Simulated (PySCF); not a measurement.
GeCl2I2, SMILES [Cl][Ge]([Cl])([I])[I].

Coordinates come from a PBE-D3(BJ)/def2-SVP optimisation. The def2 effective core potentials stand for the cores of I; spin–orbit coupling is left out.

Two levels are set side by side: PBE/def2-TZVP (PySCF) and M06-2X/def2-TZVP (PySCF). Same geometry, gas phase. Differences are taken from unrounded values.

```
quantity                     M06-2X    PBE  PBE minus M06-2X
---------------------------  ------  -----  ----------------
orbital gap (eV)               6.95   2.90             -4.05
highest occupied level (eV)   -9.27  -6.94              2.33
lowest empty level (eV)       -2.32  -4.04             -1.72
dipole moment (D)              1.12   1.11             -0.01
mean polarisability (bohr³)   116.1  123.0               6.9
```

Without exact exchange PBE keeps part of each electron's self-repulsion, which lifts occupied levels and narrows the gap. PBE's more diffuse valence density responds more strongly to a field. Differences between two approximate levels are no errors against the true value.

Rough cost on one machine, each run with all the roots and properties that it gave: M06-2X against PBE about 2 times.
